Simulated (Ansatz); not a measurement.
`[SiH3][NH][AlH][BH]Cl`. Charge 0, multiplicity 1.

Cartesian coordinates in Å:
```
Si -0.524 -0.987 1.323
N -0.242 0.694 1.075
Al 0.391 1.404 -0.439
B 0.768 0.012 -2.008
Cl -0.467 -0.234 -3.230
H -1.957 -1.310 1.572
H -0.096 -1.667 0.066
H 0.262 -1.546 2.458
H -0.468 1.306 1.848
H 0.585 2.980 -0.488
H 1.749 -0.652 -2.176
```

(1) List the harmonic frequencies (cm⁻¹, unscaled) at PBE0-D4/def2-TZVP in Ansatz. (Estimate.)

(2) Is this a minimum?

(3) Give the ideal-gas thermochemistry at 298.15 K and 1 bar (rigid rotor, harmonic oscillator; point group C1, symmetry number 1).

Answers

(1) Computed: 37, 77, 95, 129, 163, 240, 414, 520, 545, 568, 616, 695, 712, 785, 841, 918, 930, 958, 985, 1041, 1111, 1914, 2191, 2201, 2208, 2607, 3598.

(2) Yes, all 27 modes are real.

(3) Zero-point energy 162.1 kJ/mol; H(298) − E = 187.3 kJ/mol; entropy 393.3 J/(mol·K), of which translation 168.7, rotation 120.6, vibration 103.9; G(298) − E = 70.1 kJ/mol. Modes under 100 cm⁻¹ are hindered rotations or soft bends, so the harmonic entropy is rough.
